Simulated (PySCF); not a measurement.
Ge(Cl)(NH2) (ClGeH2N), SMILES [NH2][Ge][Cl] (connectivity only; charge and spin as stated), neutral, multiplicity 1.

The structure is a stationary point at B3LYP-D3(BJ)/def2-TZVP. The values are those of a single conformer.

The numbers are results of PBE0/def2-TZVPD (PySCF), not measurements.

Symmetry labels are those of the subgroup Cs that the program uses (full group Cs).

Computed valence orbital energies around the gap with their symmetry:
| orbital | symmetry | energy (eV) |
|---|---|---|
| HOMO−7 | A' | -22.11 |
| HOMO−6 | A' | -14.71 |
| HOMO−5 | A' | -14.27 |
| HOMO−4 | A' | -10.75 |
| HOMO−3 | A" | -9.22 |
| HOMO−2 | A' | -8.89 |
| HOMO−1 | A" | -8.17 |
| HOMO | A' | -7.64 |
| LUMO | A" | -1.95 |
| LUMO+1 | A' | -0.35 |
| LUMO+2 | A' | 0.25 |
| LUMO+3 | A' | 1.00 |
